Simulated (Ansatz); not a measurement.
`C[S][GeH2][Cl]`. Total charge 0; spin multiplicity 1. Geometry: relaxed with PBE0-D4/def2-TZVP. It is one conformer, not always the lowest.

```xyz
9

C     0.360   -1.337   -0.705
S     0.927    0.365   -0.976
Ge   -0.342    1.394    0.487
Cl    0.122    0.695    2.481
H     0.556   -1.651    0.320
H    -0.700   -1.443   -0.936
H     0.935   -1.965   -1.385
H    -0.035    2.893    0.428
H    -1.825    1.049    0.285
```

Question: What is the dipole moment at r2SCAN/def2-TZVPP? (An estimate is asked.)

Answer: The calculation gave: 1.79 D, with components (-1.04, -0.66, -1.30) D in this frame, pointing from negative to positive charge.

Question: And with PBE, B3LYP, ωB97M-V? (Best estimate.)

Answer: Ansatz gave: PBE 1.72 D, B3LYP 1.76 D, ωB97M-V 1.75 D.

Question: Give the Mulliken charges with r2SCAN, B3LYP, ωB97M-V in def2-TZVPP. (Estimate.)

Answer: Computed: 
```json
{"atom": "C1", "r2SCAN": "-0.16", "B3LYP": "-0.29", "ωB97M-V": "-0.36"}
{"atom": "S2", "r2SCAN": "-0.24", "B3LYP": "-0.21", "ωB97M-V": "-0.17"}
{"atom": "Ge3", "r2SCAN": "0.42", "B3LYP": "0.39", "ωB97M-V": "0.29"}
{"atom": "Cl4", "r2SCAN": "-0.33", "B3LYP": "-0.32", "ωB97M-V": "-0.29"}
{"atom": "H5", "r2SCAN": "0.10", "B3LYP": "0.14", "ωB97M-V": "0.15"}
{"atom": "H6", "r2SCAN": "0.09", "B3LYP": "0.13", "ωB97M-V": "0.15"}
{"atom": "H7", "r2SCAN": "0.09", "B3LYP": "0.12", "ωB97M-V": "0.14"}
{"atom": "H8", "r2SCAN": "0.02", "B3LYP": "0.03", "ωB97M-V": "0.05"}
{"atom": "H9", "r2SCAN": "0.01", "B3LYP": "0.01", "ωB97M-V": "0.04"}
```

B3LYP here is the variant with VWN-RPA as its local correlation; programs differ in this.
